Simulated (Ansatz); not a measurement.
# Ligand exchange: C3H7ClSi + C2H4Ge → C3H8Si + C2H3ClGe

Gas-phase species: C3H7ClSi `C=CC[SiH2]Cl`, singlet; C2H4Ge `C#[C][GeH3]`, singlet; C3H8Si (prop-2-enylsilane) `C=CC[SiH3]`, singlet; C2H3ClGe `C#[C][GeH2][Cl]`, singlet. The partners trade Cl for H: Si–Cl and Ge–H bonds give way to Si–H and Ge–Cl.

Shapes, held fixed at every level: PBE0-D4/def2-TZVP. Flexible molecules stand in one conformer, not always the lowest. Programs: Ansatz 0.2.0. Electronic energies: no zero-point or thermal term.

Estimate ΔE of this reaction.

The highest level, CCSD(T)/def2-TZVPP, gives ΔE = +35.2 kJ/mol; the levels span +32.7 to +40.1. The column of differences is taken from that level and isn't an error. No measured value is set beside it here. Relativity is left out for Ge. Outer-core shells of Ge are correlated, in sets that cover them unevenly.

```
               level                    kind  ΔE (kJ/mol)  less CCSD(T)/def2-TZVPP
       HF/def2-TZVPP            Hartree–Fock        +32.7                     -2.5
   PBE-D4/def2-TZVPP                     GGA        +38.0                     +2.8
r2SCAN-D4/def2-TZVPP                meta-GGA        +40.1                     +4.9
  PBE0-D4/def2-TZVPP           global hybrid        +38.1                     +2.9
  wB97X-V/def2-TZVPP  range-separated hybrid        +36.4                     +1.2
   B2PLYP/def2-TZVPP           double hybrid        +37.1                     +1.9
      MP2/def2-TZVPP     perturbation theory        +38.1                     +2.9
  CCSD(T)/def2-TZVPP   coupled cluster or CI        +35.2                      0.0
```
